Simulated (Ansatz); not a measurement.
`[OH][Sn]([OH])([F])[F]` → `OF` + `[OH][Sn][F]` at 298.15 K and 1 bar (stannylene formation by 1,1-elimination).

Calculated with Ansatz (gas phase, PBE0-D4/def2-TZVP geometries, no zero-point term in ΔE). CCSD(T)/CBS adds triple-zeta CCSD(T) − MP2 to the extrapolated MP2 energy (def2 sets, frozen cores). This one scheme is used for every species. def2 core potentials past Kr. For Sn outer-core shells are correlated without core-valence functions, which leaves a few kJ/mol of doubt a bond. One conformer a species, not always the lowest.

```json
{"species": "`[OH][Sn]([OH])([F])[F]`", "CCSD(T)/CBS energy (Eh)": "-565.27042", "H − E (kJ/mol)": "102.7", "S (J/(mol·K))": "362.7"}
{"species": "`OF`", "CCSD(T)/CBS energy (Eh)": "-175.42775", "H − E (kJ/mol)": "47.4", "S (J/(mol·K))": "226.1"}
{"species": "`[OH][Sn][F]`", "CCSD(T)/CBS energy (Eh)": "-389.66871", "H − E (kJ/mol)": "51.5", "S (J/(mol·K))": "292.7"}
```

H − E and S are ideal-gas, rigid-rotor, harmonic terms from PBE0-D4/def2-TZVP, for one conformer and one mirror image of each species. 1 Eh = 2625.50 kJ/mol, R = 8.31446 J/(mol·K).

Task: By hand: ΔE, ΔH, ΔS and ΔG.

Result: ΔE = (-175.42775) + (-389.66871) − (-565.27042) = 0.17396 Eh = 456.7 kJ/mol. Δ(H − E) = 47.4 + 51.5 − 102.7 = -3.8, so ΔH = 452.9 kJ/mol. ΔS = 226.1 + 292.7 − 362.7 = 156.1 J/(mol·K). ΔG = 452.9 − 298.15 × (156.1)/1000 = 406.4 kJ/mol.

Task: By hand: the equilibrium constant, and the temperature at which ΔG would vanish if ΔH and ΔS stayed fixed.

Result: log₁₀ K = −ΔG/(RT ln 10) = -71.2. ΔG = 0 at ΔH/ΔS = 2901 K, far beyond where these terms or the molecules hold.

The number of gas molecules changes by +1, which sets the sign of ΔS. A doubt of 5 kJ/mol in ΔE shifts log₁₀ K by 0.9 here. Other conformers and mirror images would add mixing entropy, several J/(mol·K) or more a flexible species. These are equilibria of isolated gas molecules and say nothing of rates. Largest T1 diagnostic: 0.018 (customary marks: 0.02 for closed shells, 0.045 for open ones).
